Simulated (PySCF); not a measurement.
Gas-phase reaction: GeH₄ + 2 GeHCl₃ = 3 GeCl₂ + 3 H₂

Energies from PySCF, thermal terms from the rigid-rotor harmonic-oscillator model, ideal gas at 1 bar. † marks an energy on the PBE0/def2-TZVP geometry and frequencies; other levels use their own. CCSD(T) freezes the core. 6-31G* has spherical d functions here. All species are closed-shell singlets. B3LYP is the form with VWN-RPA correlation. Ge: all electrons, no relativistic terms. CCSD(T) isn't extrapolated to the basis-set limit; its ΔH°(298 K) is 218.2 kJ in def2-SVP and 205.4 kJ in def2-TZVPP. The harmonic model lacks anharmonicity and excited electronic states, which grow with temperature; levels with a mode under 35 cm⁻¹ are left out.

ΔH° and ΔS° at 298 K: B3LYP/6-31G* 57 kJ, 401 J/K; B3LYP/def2-TZVP† 74 kJ, 401 J/K; BLYP/def2-TZVP† -1 kJ, 401 J/K; CCSD(T)/def2-TZVPP† 205 kJ, 401 J/K.

Question: With the heat capacities included, give log10 K (1 bar) at 800, 1000, 1400, 1800, 2500 K from B3LYP/6-31G*, B3LYP/def2-TZVP†, BLYP/def2-TZVP†, CCSD(T)/def2-TZVPP†.

Answer: 
```
T (K)  B3LYP/6-31G*  B3LYP/def2-TZVP†  BLYP/def2-TZVP†  CCSD(T)/def2-TZVPP†
-----  ------------  ----------------  ---------------  -------------------
800            17.6              16.5             21.4                  7.9
1000           18.4              17.5             21.4                 10.6
1400           19.1              18.5             21.3                 13.6
1800           19.4              19.0             21.1                 15.1
2500           19.5              19.2             20.8                 16.5
```
